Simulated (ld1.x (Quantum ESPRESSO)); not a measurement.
Ranking RRKJ potentials for indium

All share these settings but for the change named:

| Property | Result |
| --- | --- |
| Element | In (Z = 49) |
| Generator | ld1.x (Quantum ESPRESSO) 7.5 |
| Type | norm-conserving RRKJ (Kleinman–Bylander form) |
| Functional | PBE |
| Relativity | scalar-relativistic |
| Frozen core | [Kr] 4d10 |
| Valence charge | 3 |
| Reference configuration | 5s2 5p0 (charge +1) |
| Partial waves | 5p (bound, empty): rc 2.75 bohr; 5s (bound): rc 1.95 bohr |
| Local potential | the s channel |
| Core correction | none |

Cutoff: the first of the cutoffs (Ry, on a coarse ladder) from which the occupation-weighted sum of valence levels, in a spherical-Bessel basis at the reference potential, stays within 10 and 1 mRy of its value at 400 Ry; the density cutoff is not measured.

The base gives 18 Ry.

Of 10 variants that were run, those that failed, showed a ghost or another fault, or gave nearly equal values are left out.

A variant can come out equal or close to the base.

Question: Rank these variants from softest to hardest (loose cutoff).
A. wave 5s (bound): rc 1.95 bohr becomes 5s (bound): rc 2.52 bohr
B. wave 5s (bound): rc 1.95 bohr becomes 5s (bound): rc 1.64 bohr
C. wave 5s (bound): rc 1.95 bohr becomes 5s (bound): rc 2.90 bohr
D. wave 5s (bound): rc 1.95 bohr becomes 5s (bound): rc 1.80 bohr
E. wave 5s (bound): rc 1.95 bohr becomes 5s (bound): rc 2.22 bohr

Answer: C (8 Ry), A (12 Ry), E (18 Ry), D (21 Ry), B (30 Ry).
